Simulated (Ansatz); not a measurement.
Basis-set series for BClH5NSi, SMILES `NB[SiH2]Cl`. Charge 0, multiplicity 1. The structure was optimised at the PBE0-D4/def2-TZVP level. It is one conformer, not always the lowest.

| functional | basis | functions | energy (Eh) | HOMO (eV) | LUMO (eV) |
| --- | --- | --- | --- | --- | --- |
| PBE0-D4 | def2-SVP | 89 | -831.71295 | -7.71 | -0.81 |
| PBE0-D4 | def2-TZVPP | 216 | -832.06858 | -7.84 | -1.03 |
| ωB97M-V | def2-SVP | 89 | -831.99306 | -9.81 | 1.25 |
| ωB97M-V | def2-TZVPP | 216 | -832.35241 | -9.98 | 0.90 |

Q: Give the rows for def2-QZVPP. (An estimate is asked.)

A: Ansatz gave: 
| functional | basis | functions | energy (Eh) | HOMO (eV) | LUMO (eV) |
| --- | --- | --- | --- | --- | --- |
| PBE0-D4 | def2-QZVPP | 404 | -832.09699 | -7.86 | -1.10 |
| ωB97M-V | def2-QZVPP | 404 | -832.37926 | -10.01 | 0.75 |

Positive LUMOs are unbound and depend on the basis.
